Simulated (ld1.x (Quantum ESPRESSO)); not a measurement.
## niobium (Nb): PAW pseudisation with LDA (PZ), scalar-relativistic reference atom.

| Item | Value |
| --- | --- |
| Element | niobium |
| Generator | ld1.x (Quantum ESPRESSO) 7.5 |
| Type | PAW |
| Functional | LDA (PZ) |
| Relativity | scalar-relativistic |
| Frozen core | [Kr] |
| Valence charge | 5 |
| Reference configuration | 4d4 5s0.5 5p0.5 |
| Partial waves | 5s (bound): rcut 2.00, rcutus 2.50 bohr; 5s channel at -0.05 Ry: rcut 2.00, rcutus 2.50 bohr; 5p (bound): rcut 4.20, rcutus 4.70 bohr; 5p channel at 3.2 Ry: rcut 4.20, rcutus 4.70 bohr; 4d (bound): rcut 1.30, rcutus 1.80 bohr; 4d channel at 1.2 Ry: rcut 1.30, rcutus 1.80 bohr |
| Local potential | all-electron potential smoothed inside 4.25 bohr (lloc = -1) |
| Core correction | Bessel-smoothed model core inside 1.50 bohr |
| Augmentation charge | BESSEL, radius 1.40 bohr |

All-electron outer shells of the reference configuration (LDA (PZ), scalar-relativistic, ld1.x):

```csv
shell,level (eV),outermost node (bohr),outermost maximum (bohr)
4s,-59.10,0.53,1.02
4p,-35.25,0.54,1.12
5s,-4.64,1.40,3.04
4d,-3.80,0.55,1.51
5p,-1.59,1.62,4.15
```

(1) Does the generator finish with these settings?

Answers

(1) No. ld1.x (Quantum ESPRESSO) 7.5 stopped with "run_pseudo: Errors in PS-KS equation": the pseudo-atom solver did not find the valence states with the expected number of nodes, which is the usual sign of a ghost state. Before that it printed "Warning: n=1, l=0 expected 0 nodes, found 1".
